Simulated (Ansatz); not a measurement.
Program: Ansatz. Geometries: PBE0-D4/def2-TZVP. ΔE: electronic, gas phase. CBS: MP2 limit from def2 TZ/QZ plus the TZ coupled-cluster correction, frozen cores. Functionals use def2-TZVPP. B3LYP here is the variant with VWN-RPA as its local correlation; programs differ in this. For Ge outer-core shells are correlated without core-valence functions, which leaves a few kJ/mol of doubt a bond. Scalar relativity is left out up to krypton. Each species was taken in one conformer, which may not be the lowest.

Reaction (substitution at a C–C bond): `C[CH](C)[GeH3]` + `O[SiH2]S[SiH2]Cl` → `CO[SiH2]S[SiH2]Cl` + `C[CH2][GeH3]`

`C[CH](C)[GeH3]`:

```xyz
14

C    -1.380   -0.352   -0.564
C    -0.211    0.425    0.025
C     0.827    0.770   -1.035
Ge    0.612   -0.570    1.512
H    -2.147   -0.570    0.183
H    -1.856    0.215   -1.372
H    -1.049   -1.305   -0.988
H    -0.589    1.355    0.465
H     1.255   -0.135   -1.479
H     1.651    1.361   -0.628
H     0.375    1.347   -1.849
H     1.771    0.235    2.131
H     1.169   -1.909    0.988
H    -0.427   -0.867    2.610
```

`O[SiH2]S[SiH2]Cl`:

Cartesian coordinates in Å:
```
O 1.334 1.126 0.633
Si 1.512 -0.313 -0.128
S -0.192 -1.585 0.151
Si -1.687 -0.150 -0.303
Cl -2.150 1.006 1.337
H 0.986 1.130 1.528
H 1.696 0.027 -1.554
H 2.645 -1.121 0.387
H -2.912 -0.886 -0.678
H -1.233 0.765 -1.373
```

`CO[SiH2]S[SiH2]Cl`:

Z-matrix (Å, degrees):
```
C
O 1 1.411
H 1 1.092 2 108.8
H 1 1.093 2 109.8 3 119.0
H 1 1.095 2 111.9 3 -120.4
Si 2 1.630 1 126.8 3 129.6
S 6 2.148 2 112.6 1 108.0
H 6 1.484 2 109.1 1 -14.4
H 6 1.479 2 109.7 1 -137.3
Si 7 2.115 6 99.6 2 -45.0
Cl 10 2.060 7 112.2 6 -55.3
H 10 1.478 7 106.8 6 -173.9
H 10 1.478 7 112.0 6 63.9
```

`C[CH2][GeH3]`:

Cartesian coordinates in Å:
```
C 1.167 0.774 -0.348
C 0.377 -0.079 0.635
Ge -1.345 -0.679 -0.082
H 0.616 1.675 -0.631
H 2.122 1.095 0.078
H 1.387 0.226 -1.268
H 0.178 0.475 1.556
H 0.945 -0.968 0.922
H -1.123 -1.519 -1.356
H -2.216 0.537 -0.452
H -2.105 -1.536 0.947
```

```csv
level,ΔE (eV)
B3LYP,0.51
SCS-MP2/def2-TZVPP,0.60
```

**Question.** What does CCSD(T)/CBS give? (Best estimate.)

**Answer.** Computed: +0.63 eV. The listed levels differ from it by -0.12, -0.03 eV.

Largest T1 diagnostic among the species: 0.011.

In def2-TZVPP, CCSD(T) changes the Hartree–Fock value by +0.14 eV (the triples alone add +0.01 eV) and MP2 by +0.20 eV.
